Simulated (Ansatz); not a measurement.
Isolated molecules relaxed with PBE0-D4/def2-TZVP in Ansatz; ΔE leaves out vibrations. CCSD(T)/CBS adds triple-zeta CCSD(T) − MP2 to the extrapolated MP2 energy (def2 sets, frozen cores). Functionals use def2-TZVPP. B3LYP here is the variant with VWN-RPA as its local correlation; programs differ in this. def2 core potentials past Kr. For Te outer-core shells are correlated without core-valence functions, which leaves a few kJ/mol of doubt a bond. One conformer a species, not always the lowest.

`[SiH3][CH2][AlH][TeH]` + `N=C(O)[SiH3]` → `N=C([SiH3])O[SiH3]` + `[CH3][AlH][TeH]`  (ligand exchange at the Si–C bond)

```
             level  ΔE (kJ/mol)  difference from CCSD(T)/CBS
            PBE-D4        -60.3                         10.4
         r2SCAN-D4        -69.0                          1.7
          B3LYP-D4        -74.3                         -3.6
           ωB97X-V        -70.9                         -0.2
           ωB97M-V        -70.9                         -0.2
            B2PLYP        -76.3                         -5.6
               PBE        -61.3                          9.4
            r2SCAN        -69.3                          1.4
              PBE0        -63.5                          7.2
             B3LYP        -76.1                         -5.4
    MP2/def2-TZVPP        -72.8                         -2.1
SCS-MP2/def2-TZVPP        -76.5                         -5.8
   CCSD/def2-TZVPP        -73.5                         -2.8
CCSD(T)/def2-TZVPP        -71.8                         -1.1
     HF/def2-QZVPP        -87.1                        -16.4
     MP2/CBS(def2)        -71.8                         -1.1
       CCSD(T)/CBS        -70.7                            0
```

Largest T1 diagnostic among the species: 0.014.

In def2-TZVPP, CCSD(T) changes the Hartree–Fock value by +14.4 kJ/mol (the triples alone add +1.7 kJ/mol) and MP2 by +13.3 kJ/mol.
